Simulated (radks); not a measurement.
Task: Pd2+, configuration [Kr] 4d8 (the NIST ground configuration). Method: scalar-relativistic Kohn-Sham, LDA (Slater exchange, Perdew-Wang correlation), spin-polarised, spherical densities, point nucleus; open shells are filled with parallel spins first (spin-orbit coupling, left out, can overturn this in heavy ions); hard spherical wall at 1.5 bohr; computed with a radial shooting solver on a logarithmic mesh with Libxc functionals. Some entries of the table are withheld. Estimate them.

orbital,occ.,eigenvalue (hartree),<r> (bohr)
1s up,1,-883.1080,0.03188
1s down,1,-883.1071,0.03188
2s up,1,-125.8794,0.1386
2s down,1,-125.8471,0.1386
2p up,3,-112.5136,0.1208
2p down,3,-112.4880,0.1208
3s up,1,-20.38074,0.3843
3s down,1,-20.35923,0.3842
3p up,3,-16.00308,0.3849
3p down,3,-15.97988,0.3848
3d up,5,-8.96815,0.3675
3d down,5,-8.93722,0.3674
4s up,1,-0.95692,0.8429
4s down,1,-0.87996,0.8427
4p up,3,0.52293,0.8586
4p down,3,0.60012,0.8585
4d up,5,2.92395,0.8693
4d down,3,3.00141,0.8693
4f up,0,5.35654,0.8851
4f down,0,5.43050,0.8845
5s up,0,10.24786,(1)
5s down,0,10.30653,(2)
5p up,0,(3),0.8801
5p down,0,(4),0.8801

Result: 
(1) 5s up <r> (bohr): 0.8968
(2) 5s down <r> (bohr): 0.8969
(3) 5p up eigenvalue (hartree): 11.56053
(4) 5p down eigenvalue (hartree): 11.61879
